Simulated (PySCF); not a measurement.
Compound: C11H16.
SMILES: `CCCC1=CC=CC=C1CC`

Torsions of this conformer, `[CH3:1][CH2:2][CH2:3][c:4]1[cH:5][cH:6][cH:7][cH:8][c:9]1[CH2:10][CH3:11]`: C1–C2–C3–C4 180°, C2–C3–C4–C5 90°, C8–C9–C10–C11 91°.

The closed-shell ground state was solved at several levels (PySCF, density fitting, gas phase, non-relativistic). Isolated species at its PBE0-D3(BJ)/def2-SVP geometry (one conformer only).

```tsv
level	basis functions	HOMO (eV)	LUMO (eV)	gap (eV)	dipole (D)
B3LYP/def2-SVPD	348	-6.57	-0.32	6.25	0.60
B3LYP/pcJ-1	457	-6.56	-0.24	6.32	0.54
wB97X-D/pcSseg-1	267	-8.54	1.65	10.19	0.61
```

Task: What might PBE0/pcSseg-1 (267 basis functions) give for the same quantities?

Result: HOMO -6.80 eV, LUMO -0.07 eV, gap 6.73 eV, dipole 0.61 D.

Task: Over all these levels, which gives the widest orbital gap and which the narrowest?

Result: wB97X-D/pcSseg-1 (range-separated hybrid) has the widest, 10.19 eV, and B3LYP/def2-SVPD (global hybrid, 20 % exact exchange) the narrowest, 6.25 eV. Functional and basis both differ between the two, so the spread mixes both effects.

Task: How far do the dipole and the HOMO energy spread over the levels?

Result: The dipole runs from 0.54 to 0.61 D (mean 0.59 D) and the HOMO from -8.54 to -6.56 eV.
